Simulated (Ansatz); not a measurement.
The cluster PdS₂: single points at one geometry.

```yaml
crystal:
  periodic: [false, false, false]
  atoms:
    - {symbol: Pd, position_ang: [-1.065145, 0.586355, 0.659512]}
    - {symbol: S, position_ang: [1.137336, -0.069359, 0.448196]}
    - {symbol: S, position_ang: [-0.072191, -0.516996, -1.107717]}
basis:
  gaussian: {orbitals: def2-TZVP, initial_orbitals: start.molden}
hamiltonian: {xc: pbe, dispersion: d4}
scf: {omitted_lower_state_checks: [starts]}
output: {orbitals: {seedname: orbitals}}
```

The file start.molden holds the orbitals of an earlier run on this structure, at another level or in another basis.

```sh
$ ansatz run in.yaml --threads 2 --pin off --events-out ev --progress --plain --max-ram 4352MiB
```

Output, abridged:

```
Functional definition: PBE
881 factors; their error is unknown
mean field evaluation 1: about -25143.7945 eV, gradient 1.1e1 eV
mean field evaluation 2: about -25143.8924 eV, gradient 1.4e-1 eV
mean field evaluation 4: about -25143.8841 eV, gradient 8.7e-4 eV
mean field evaluation 8: about -25143.8841 eV, gradient 1.8e-5 eV
mean field -25143.88408586 eV, -924.0206970185 hartree, gradient 1.8e-5 eV, S^2 0.000000; 0 other end points of the search recorded, 0 dependent functions left out
reference -25143.88412872 eV, -924.0206985937 hartree; 25, 25 occupied and 89, 89 virtual orbitals, 881 factors
Total energy: -25144.00281760 eV, -924.0250603295 hartree
Checks for a lower state left out: starts
```

It took 1.4 s on 2 threads of Arm Neoverse V2 on a shared host.

The first input with `correlation: {method: mp2}` and without the key `hamiltonian` (abridged; 1.8 s):

```
Functional definition: HF
mean field -25091.94836644 eV, -922.1120945333 hartree, gradient 4.2e-6 eV, S^2 0.000000; unrestricted orbitals would lower it
mean field evaluation 16: about -25092.4182 eV, gradient 1.8e0 eV
10 core orbitals not correlated: weight in the atoms' cores, before any rotation towards them, 1.000 or more for the frozen orbitals, at most 0.000 for the correlated occupied ones
second order -23.35182562 eV of doubles, -0.00000000 eV of singles
Total energy: -25115.30019207 eV, -922.9702582966 hartree
Checks for a lower state left out: starts
```

The first input with `gaussian: {orbitals: def2-SVP, initial_orbitals: start.molden}` (abridged; 0.85 s):

```
Functional definition: PBE
mean field -25135.14647979 eV, -923.6995959180 hartree, gradient 1.2e-5 eV, S^2 0.000000
Total energy: -25135.26521480 eV, -923.7039593491 hartree
Checks for a lower state left out: starts
```

The first input with `hamiltonian: {xc: {name: revPBE}, dispersion: d4}` (abridged; 1.4 s):

```
Functional definition: revPBE
mean field -25150.27899625 eV, -924.2557056407 hartree, gradient 1.6e-5 eV, S^2 0.000000
Total energy: -25150.56646603 eV, -924.2662699604 hartree
Checks for a lower state left out: starts
```

First input, but with `gaussian: {orbitals: STO-3G}`, `hamiltonian: {xc: hf}` (abridged; 0.4 s):

```
Functional definition: HF
mean field evaluation 16: about -154440.4246 eV, gradient 2.4e-5 eV
mean field -154440.42458120 eV, -5675.5809198794 hartree, gradient 1.1e-5 eV, S^2 0.000000
Total energy: -154440.42458120 eV, -5675.5809198794 hartree
Checks for a lower state left out: starts
```

The first input with `gaussian: {orbitals: def2-TZVPD, initial_orbitals: start.molden}`, `hamiltonian: {xc: pbe0, dispersion: d4}` (abridged; 2.5 s):

```
Functional definition: PBE0
mean field -25144.47209436 eV, -924.0423059324 hartree, gradient 1.2e-5 eV, S^2 0.000000
Total energy: -25144.57111962 eV, -924.0459450435 hartree
Checks for a lower state left out: starts
```

First input, but with `hamiltonian: {xc: r2scan, dispersion: d4}`, `output: {forces: true, orbitals: {seedname: orbitals}}` (abridged; 4.2 s):

```
Functional definition: r2SCAN
mean field -25152.04602329 eV, -924.3206426869 hartree, gradient 7.5e-6 eV, S^2 0.000000
Total energy: -25152.06796915 eV, -924.3214491824 hartree
Atom 0 force     0.500030    -0.275519    -0.310138 eV/Å
Atom 1 force    -0.392958     0.084519    -0.029510 eV/Å
Atom 2 force    -0.107072     0.191000     0.339648 eV/Å
Dipole moment:    -0.593057     0.326476     0.367213 e Å
Checks for a lower state left out: starts
```

Geometry: B3LYP-D4/def2-TZVP.

In the def2 sets Pd takes a core potential, while STO-3G treats all electrons; there is no spin–orbit coupling. Correlated methods freeze 10 core orbitals; core or outer-core shells of Pd are correlated, in sets that lack core-valence functions. At PBE-D4/def2-TZVP, MP2/def2-TZVP, r2SCAN-D4/def2-TZVP the restricted singlet (for correlated methods, its reference) is unstable: a solution with broken spin symmetry lies lower. At PBE-D4/def2-TZVP, PBE-D4/def2-SVP, revPBE-D4/def2-TZVP an occupied level lies above an empty one. The restricted singlet is unstable towards broken spin symmetry at other levels; at PBE-D4/def2-SVP, revPBE-D4/def2-TZVP, PBE0-D4/def2-TZVPD this wasn't settled. The restricted singlet is unstable towards broken spin symmetry in Hartree–Fock (as tested in another run); at HF/STO-3G this wasn't settled. The order of the spin states hangs on the level: the triplet lies 0.16 eV below the singlet at PBE0-D4/def2-TZVP, but 0.91 eV above it at MP2/def2-TZVP. The structure comes from a short search, and lower isomers may exist.
